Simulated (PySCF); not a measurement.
H4P2, charge +1, doublet, geometry from GFN2-xTB (a state made from the parent by changing its charge; the spin is typed, not shown lowest). Base run: B3LYP/6-31G* (PySCF).

PySCF was given this input:
```python
from pyscf import gto, scf, dft

mol = gto.Mole()
mol.atom = '''
    P    -0.992848   -0.377627   -0.021645
    P     0.992848    0.377627    0.021645
    H    -1.625562    0.270206    1.043135
    H    -1.588321    0.294713   -1.092691
    H     1.588321   -0.294713    1.092691
    H     1.625562   -0.270206   -1.043135
'''
mol.basis = '6-31g*'
mol.charge = 1
mol.spin = 1
mol.verbose = 4
mol.build()

mf = dft.UKS(mol)
mf.xc = 'b3lyp'
mf.kernel()
```

Variants of this job, named by their change:

```json
[
 {"change": "base", "ΔE vs base (mEh)": "0.000", "fitting functions": "-"},
 {"change": "exchange = seminumerical (SGX) (with mf = sgx.sgx_fit(mf, auxbasis='def2-universal-jfit'); with mf.with_df.dfj = True)", "ΔE vs base (mEh)": "-0.454", "fitting functions": "146"},
 {"change": "auxbasis = autoaux", "ΔE vs base (mEh)": "-1.489", "fitting functions": "356"},
 {"change": "only_dfj = on; auxbasis = def2-universal-jfit", "ΔE vs base (mEh)": "-0.455", "fitting functions": "146"},
 {"change": "auxbasis = even-tempered beta=1.6", "ΔE vs base (mEh)": "-0.307", "fitting functions": "570"},
 {"change": "auxbasis = def2-tzvp-ri", "ΔE vs base (mEh)": "-25.816", "fitting functions": "286"},
 {"change": "auxbasis = cc-pvtz-jkfit", "ΔE vs base (mEh)": "-0.023", "fitting functions": "362"},
 {"change": "auxbasis = cc-pvtz-ri", "ΔE vs base (mEh)": "-20.667", "fitting functions": "364"},
 {"change": "auxbasis = def2-universal-jfit", "ΔE vs base (mEh)": "898.6", "fitting functions": "146"},
 {"change": "auxbasis = cc-pvqz-jkfit", "ΔE vs base (mEh)": "-0.007", "fitting functions": "500"}
]
```

A fitting set is made for a task (jfit for Coulomb, jkfit for Coulomb and exchange, ri for correlation) and for a family of orbital bases.

Open shells are given as the SCF converged; they aren't shown to be the lowest states, and a large step between rows can be another state.
